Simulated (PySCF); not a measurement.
## [Dy(H2O)]3+ at several levels of theory

Computed with PySCF 2.14.0 (density fitting, no spin-orbit coupling) at the geometry relaxed with PBE0:

```xyz
4
[Dy(H2O)]3+ (singlet in the valence; each metal's 4f electrons, 9 of them, lie in its core potential, out of spins and levels)
Dy    0.0000    0.0000   -0.0615
O     0.0000    0.0000    2.1093
H     0.7802    0.0000    2.7397
H    -0.7802    0.0000    2.7397
```

```json
{"level": "PBE0", "basis": "Dy lcecp-1-SVP with ECP55, O def2-SVP, H def2-SVP", "state": "singlet", "HOMO (eV)": "-28.27", "gap (eV)": "7.56", "charge on Dy1 (e)": "2.55", "population of f-type functions on Dy1 (polarisation alone where 4f lies in the core)": "0.02", "dipole about the centre of mass (D)": "3.31", "largest force component (eV/Å)": "0.01"}
{"level": "PBE", "basis": "the same", "state": "singlet", "HOMO (eV)": "-26.66", "gap (eV)": "4.85", "charge on Dy1 (e)": "2.49", "population of f-type functions on Dy1 (polarisation alone where 4f lies in the core)": "0.02", "dipole about the centre of mass (D)": "3.68", "largest force component (eV/Å)": "0.49"}
{"level": "revPBE", "basis": "the same", "state": "singlet", "HOMO (eV)": "-26.59", "gap (eV)": "4.83", "charge on Dy1 (e)": "2.49", "population of f-type functions on Dy1 (polarisation alone where 4f lies in the core)": "0.02", "dipole about the centre of mass (D)": "3.64", "largest force component (eV/Å)": "0.38"}
```

In the lcecp rows the 4f levels are missing from HOMO and gap, and the state counts the valence alone.

Charges are Mulliken's, which hang on the basis. The relaxation used the grid (50, 194), these runs (75, 302) or, all-electron (x2c bases, spin-free X2C Hamiltonian), (99, 590).

Problem. What does PBE0 with Dy lcecp-1-TZVP with ECP55, O def2-TZVP, H def2-TZVP give here?

Solution. state singlet, HOMO (eV) -28.25, gap (eV) 7.56, charge on Dy1 (e) 2.63, population of f-type functions on Dy1 (polarisation alone where 4f lies in the core) 0.03, dipole about the centre of mass (D) 3.37, largest force component (eV/Å) 0.30. Time: 4.4 s on 2 threads of Arm Neoverse V2, with other jobs on the host, from free ions and atoms.

In the first row's basis the gap widens with exact exchange: 4.8 eV for revPBE, PBE (none); 7.6 eV for PBE0 (a fixed share).

An lcecp potential fixes the number of 4f electrons, so in runs with it no electron can move into or out of that shell.
